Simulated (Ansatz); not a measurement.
Basis sets compared for Nb2(F)10 (Nb2F10). Charge 0, multiplicity 1. Geometry PBE-D4/def2-SVP. Ansatz on 4 threads of Intel Xeon 6975P-C on a shared host; times are rough, and most runs start from earlier orbitals.

```xyz
12

Nb    1.631    0.414    0.369
F     1.301   -0.631    1.886
F     3.166   -0.493   -0.100
F     1.510    1.343   -1.250
F     2.247    1.865    1.324
F     0.384   -0.986   -0.595
Nb   -1.631   -0.414   -0.369
F    -1.301    0.631   -1.886
F    -3.166    0.493    0.100
F    -1.510   -1.343    1.250
F    -2.247   -1.865   -1.324
F    -0.384    0.986    0.595
```

In the def2 sets Nb takes a core potential; there is no spin–orbit coupling.

Binding counts from free atoms (Nb sextet, F doublet) in the same basis, without a counterpoise term.

| level | functions | energy (Eh) | HOMO (eV) | LUMO (eV) | binding per atom (eV) | wall time |
| --- | --- | --- | --- | --- | --- | --- |
| PBE-D4/def2-SVP | 202 | -1111.4429 | -10.28 | -5.01 | 5.44 | 1.9 s |
| PBE0-D4/def2-SVP | 202 | -1111.3026 | -12.56 | -4.55 | 5.00 | 3.1 s |

**Question.** Estimate the rows for PBE-D4/def2-TZVP (with forces), PBE0-D4/def2-TZVP.

**Answer.** 
```tsv
level	functions	energy (Eh)	HOMO (eV)	LUMO (eV)	binding per atom (eV)	wall time
PBE-D4/def2-TZVP (with forces)	390	-1112.6730	-10.38	-5.04	5.22	5 s
PBE0-D4/def2-TZVP	390	-1112.5375	-12.54	-4.45	4.85	8.5 s
```
